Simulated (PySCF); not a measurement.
**Vertical excitation energies**

Compound: C7H7NO2.
SMILES: `O=COCc1ccccn1`

Computed, not measured: TDDFT B3LYP/def2-SVPD, vertical, gas phase, core orbitals frozen in the response (PySCF 2.14.0, density-fitted response routines). Geometry: PBE0-D3(BJ)/def2-SVP, one conformer, isolated molecule. Torsions of this conformer, `[O:1]=[CH:2][O:3][CH2:4][c:5]1[cH:6][cH:7][cH:8][cH:9][n:10]1`: O1–C2–O3–C4 -2°, C2–O3–C4–C5 93°, O3–C4–C5–C6 -71°.

```json
{"state": "S1", "E (eV)": "4.82", "λ (nm)": "257.4", "f": "0.0031", "|μ| (D)": "0.41", "main configurations (H = HOMO, L = LUMO)": "H→L (99%)"}
{"state": "S2", "E (eV)": "4.99", "λ (nm)": "248.6", "f": "0.0004", "|μ| (D)": "0.14", "main configurations (H = HOMO, L = LUMO)": "H→L+1 (98%)"}
{"state": "S3", "E (eV)": "5.45", "λ (nm)": "227.5", "f": "0.053", "|μ| (D)": "1.60", "main configurations (H = HOMO, L = LUMO)": "H-1→L (69%), H-3→L+1 (12%), H-2→L+1 (11%)"}
{"state": "S4", "E (eV)": "5.81", "λ (nm)": "213.4", "f": "0.0018", "|μ| (D)": "0.29", "main configurations (H = HOMO, L = LUMO)": "H-2→L+2 (38%), H-3→L+2 (26%), H-1→L+2 (12%)"}
{"state": "S5", "E (eV)": "6.06", "λ (nm)": "204.4", "f": "0.060", "|μ| (D)": "1.61", "main configurations (H = HOMO, L = LUMO)": "H-1→L+1 (66%), H-3→L (8%)"}
{"state": "S6", "E (eV)": "6.24", "λ (nm)": "198.8", "f": "0.0054", "|μ| (D)": "0.48", "main configurations (H = HOMO, L = LUMO)": "H→L+2 (94%)"}
```

The lowest singlet lies at 4.82 eV (257 nm, ultraviolet) and is very weak; its leading configuration is HOMO→LUMO (99%). The most intense listed level is S5 at 6.06 eV (204 nm, f = 0.060), 1.25 eV above S1. Löwdin shares by element: HOMO nitrogen 58%, carbon 25% or more (atoms not listed hold the other 17%); LUMO carbon 52% or more, nitrogen 22% (atoms not listed hold the other 26%). Orbital energies (eV): HOMO-3 -8.37, HOMO-2 -8.26, HOMO-1 -7.53, HOMO -7.40, LUMO -1.26, LUMO+1 -1.08, LUMO+2 -0.47. The listed states span 1.42 eV, and the widest gap between neighbours is 0.46 eV (S2 to S3). Of the 6 states listed, 2 reach f = 0.01 and 1 stays under 0.0005. Only the lowest 6 singlets were computed, as vertical energies without vibronic structure.
